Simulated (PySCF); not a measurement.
revPBE on Al (aluminium, neutral), [Ne] 3s2 3d1, 2D determinant (an excited configuration). Calculation: PySCF 2.14, in aug-cc-pwCVDZ; no relativity, point nucleus.

```
cycle= 1 E= -242.150353885341  delta_E= -0.00321  |g|= 0.0234  |ddm|= 0.248
cycle= 2 E= -242.150421623039  delta_E= -6.77e-05  |g|= 0.0124  |ddm|= 0.0465
cycle= 3 E= -242.150441909377  delta_E= -2.03e-05  |g|= 0.000547  |ddm|= 0.0093
cycle= 4 E= -242.150442275257  delta_E= -3.66e-07  |g|= 0.000115  |ddm|= 0.00218
cycle= 5 E= -242.150442294535  delta_E= -1.93e-08  |g|= 5.12e-06  |ddm|= 0.00122
cycle= 6 E= -242.150442294589  delta_E= -5.4e-11  |g|= 4.49e-07  |ddm|= 6.35e-05
converged SCF energy = -242.150442294589  <S^2> = 0.75081811  2S+1 = 2.0008179
```

Highest occupied orbital energy: 0.040 eV; ⟨L²⟩ = 6.00; populations by l: s 6.00, p 6.00, d 1.00.

**Question.** Can this result be used?

**Answer.** Not for this state. Self-consistency was reached. The outer electron is Rydberg-like, and this basis confines it to a smaller radius and binds it less than a complete one would. At revPBE the highest occupied level has a positive energy, so only the finite basis holds that electron; for this excited configuration the basis is too tight for the outer shell.
